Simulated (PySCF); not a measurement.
## Low-lying terms of I⁷⁺ (iodine, charge +7)

Ground state [Kr] 4d10, ¹S. Computed with PySCF 2.14 in aug-cc-pVDZ-PP with two added diffuse shells each of s, p, d type with ECP28MDF (7s6p5d, 50 functions), with scalar relativity through the core potential. Vertical excitation energies in eV without spin-orbit coupling; excited terms of each kind are numbered among those the solver found. Frozen: 4s2 4p6.

```csv
term,leading excitation,EOM-EE-CCSD
1 3D,4d → s,49.097
1 1D,4d → s,49.975
1 3P°,4d → p,63.726
1 3F°,4d → p,64.442
1 1F°,4d → p,64.936
1 1P°,4d → p,65.639
1 1D°,4d → p,65.687
1 3D°,4d → p,65.692
1 3G,4d → d,87.099
1 1G,4d → d,87.261
2 3D,4d → d,87.426
```

The spin-orbit splitting of the hole, absent here, rivals or exceeds the spacing of these terms, so the LS terms are model states.

The solver can miss terms.
